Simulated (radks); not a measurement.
All-electron atom: Ag IV in [Kr] 4d8. All-electron calculation, scalar-relativistic Kohn-Sham, BLYP, spin-polarised, spherical densities, finite nucleus; open shells are filled with parallel spins first (spin-orbit coupling, left out, can overturn this in heavy ions); Fermi nuclear charge, rms radius 4.5454 fm. Program: a radial shooting solver on a logarithmic mesh with Libxc functionals.

Normalised radial functions P(r) = r R(r), r in bohr:

r         3d down    4p up  4p down
0.002365   0.0000   0.0036   0.0036
0.002688   0.0001   0.0045   0.0045
0.003079   0.0001   0.0057   0.0057
0.0035     0.0001   0.0071   0.0072
0.004009   0.0002   0.0091   0.0091
0.004557   0.0003   0.0114   0.0114
0.005221   0.0004   0.0145   0.0145
0.005934   0.0006   0.0181   0.0182
0.006798   0.0009   0.0230   0.0230
0.007726   0.0013   0.0287   0.0287
0.008852   0.0019   0.0362   0.0362
0.01006    0.0027   0.0449   0.0449
0.01153    0.0039   0.0562   0.0563
0.0131     0.0056   0.0692   0.0693
0.01501    0.0081   0.0859   0.0860
0.01706    0.0115   0.1047   0.1048
0.01939    0.0161   0.1267   0.1269
0.02221    0.0231   0.1539   0.1541
0.02525    0.0322   0.1831   0.1834
0.02892    0.0457   0.2178   0.2182
0.03287    0.0629   0.2533   0.2537
0.03766    0.0878   0.2926   0.2931
0.0428     0.1192   0.3294   0.3299
0.04904    0.1633   0.3652   0.3658
0.05574    0.2173   0.3923   0.3929
0.06386    0.2907   0.4091   0.4097
0.07258    0.3773   0.4083   0.4089
0.08315    0.4900   0.3839   0.3844
0.0945     0.6164   0.3336   0.3340
0.1083     0.7715   0.2474   0.2477
0.1231     0.9340   0.1349   0.1350
0.141      1.1173  -0.0139  -0.0141
0.1602     1.2906  -0.1723  -0.1727
0.1836     1.4618  -0.3433  -0.3440
0.2086     1.5960  -0.4864  -0.4872
0.239      1.6932  -0.5934  -0.5943
0.2717     1.7279  -0.6284  -0.6293
0.3088     1.6988  -0.5821  -0.5827
0.3538     1.5957  -0.4357  -0.4358
0.4021     1.4373  -0.2127  -0.2120
0.4606     1.2195   0.0911   0.0926
0.5236     0.9888   0.4046   0.4067
0.5998     0.7419   0.7203   0.7225
0.6817     0.5297   0.9590   0.9606
0.781      0.3425   1.1151   1.1155
0.8877     0.2093   1.1542   1.1535
1.017      0.1126   1.0872   1.0858
1.156      0.0567   0.9465   0.9449
1.324      0.0243   0.7513   0.7502
1.505      0.0097   0.5589   0.5586
1.724      0.0031   0.3743   0.3750
1.96       0.0009   0.2353   0.2365
2.245      0.0002   0.1299   0.1313
2.552      0.0000   0.0668   0.0680
2.924      0.0000   0.0291   0.0299
3.323      0.0000   0.0117   0.0121
3.807      0.0000   0.0037   0.0039
4.327      0.0000   0.0011   0.0011

3d down: eigenvalue -397.79 eV, 0 radial nodes, <r> = 0.346 bohr, 90 % of the charge inside 0.547 bohr. 4p up: eigenvalue -97.424 eV, 2 radial nodes at r = 0.139, 0.443 bohr, <r> = 0.986 bohr, 90 % of the charge inside 1.45 bohr. 4p down: eigenvalue -95.777 eV, 2 radial nodes at r = 0.139, 0.443 bohr, <r> = 0.986 bohr, 90 % of the charge inside 1.45 bohr.
